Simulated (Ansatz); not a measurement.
Reaction: C2H5Si (SMILES [C]([SiH3])=C, doublet) → C2H5Si (SMILES [CH2][Si]C, doublet)
Each species at its own B3LYP-D3(BJ)/def2-TZVP minimum (Ansatz, a first-principles code).

Total energies in hartree (Ansatz). UHF or UKS for unpaired electrons; spin-orbit terms are left out. Correlated methods leave the cores frozen. No relativity. The UHF reference of C2H5Si (C=[C][SiH3], doublet) is spin-contaminated (<S^2> up to 0.19 over the pure value in the sets run). The UHF reference of C2H5Si ([CH2][Si]C, doublet) is spin-contaminated (<S^2> up to 0.37 over the pure value in the sets run).

```csv
species,HF/cc-pV(T+d)Z,CCSD(T)/cc-pV(T+d)Z,HF/cc-pV(Q+d)Z,CCSD(T)/cc-pV(Q+d)Z,CCSD(T)/cc-pV(D+d)Z,CCSDT(Q)/cc-pV(D+d)Z
"1: C2H5Si (SMILES C=[C][SiH3], doublet)",-367.54591,-368.02390,-367.55461,-368.05721,-367.91005,-367.91263
"2: C2H5Si (SMILES [CH2][Si]C, doublet)",-367.53818,-368.03392,-367.54641,-368.06698,-367.91605,-367.91944
```

Q: Work out the isomerisation energy (electronic) in kcal/mol: take Hartree-Fock from cc-pV(Q+d)Z, extrapolate the CCSD(T) correlation energy as X^-3 (X = 3, 4), and add CCSDT(Q) - CCSD(T) in cc-pV(D+d)Z. 1 hartree = 627.51 kcal/mol.

A: 
Species 1: correlation (64·(-0.50260) - 27·(-0.47799))/37 = -0.52056; step -0.00258; E1 = -367.55461 + (-0.52056) + (-0.00258) = -368.07775
Species 2: correlation (64·(-0.52057) - 27·(-0.49574))/37 = -0.53869; step -0.00339; E2 = -367.54641 + (-0.53869) + (-0.00339) = -368.08849
-1·E1 +1·E2 = -0.01074 hartree = -6.7 kcal/mol.
